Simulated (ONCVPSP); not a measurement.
**Br (Z = 35): ONCV pseudisation with LDA (Perdew-Zunger), scalar-relativistic reference atom.**

```
Element                 : bromine
Generator               : ONCVPSP 4.0.1
Type                    : optimised norm-conserving Vanderbilt (ONCV)
Functional              : LDA (Perdew-Zunger)
Relativity              : scalar-relativistic
Frozen core             : [Ar] 3d10
Valence charge          : 7
Reference configuration : 4s2 4p3 (charge +2)
Partial waves           : 4s: rc 1.45 bohr, ncon 4, nbas 9, qcut 3.7 1/bohr, 1 projector; 4p: rc 1.20 bohr, ncon 4, nbas 7, qcut 7.9 1/bohr, 3 projectors, debl 1.4 Ha; d scattering state at 0.24 Ha: rc 1.50 bohr, ncon 4, nbas 7, qcut 7.2 1/bohr, 3 projectors, debl 1.3 Ha
Local potential         : polynomial inside 1.15 bohr (lpopt 5, dvloc0 3 Ha)
Core correction         : none
```

All-electron outer shells of the reference configuration (LDA (Perdew-Zunger), scalar-relativistic, ld1.x):

```
shell  level (eV)  outermost node (bohr)  outermost maximum (bohr)
   3p     -197.34                   0.21                      0.48
   3d      -91.08                      –                      0.43
   4s      -42.07                   0.67                      1.38
   4p      -28.43                   0.70                      1.58
```

Calculated quality:

- Cutoffs needed: 93 Ha and 114 Ha (the cutoffs (Ha) at which the residual kinetic energy of the hardest occupied pseudo-wave falls to 1 and 0.1 mHa per electron)
- Ghost test: ghosts flagged at negative energy: p at -199.2 eV, d at -97.7 eV (a further GHOST(-) flag falls on a real empty level of the atom); GHOST(+) flagged for p at 387.2 eV; a true bound ghost makes a file unfit for plane-wave use
- Largest excitation error: +112 meV (all-electron minus pseudo) for 4s2 4p1, out of 4 test configurations

Generation and tests took about 4.1 s on one core of a shared server CPU.
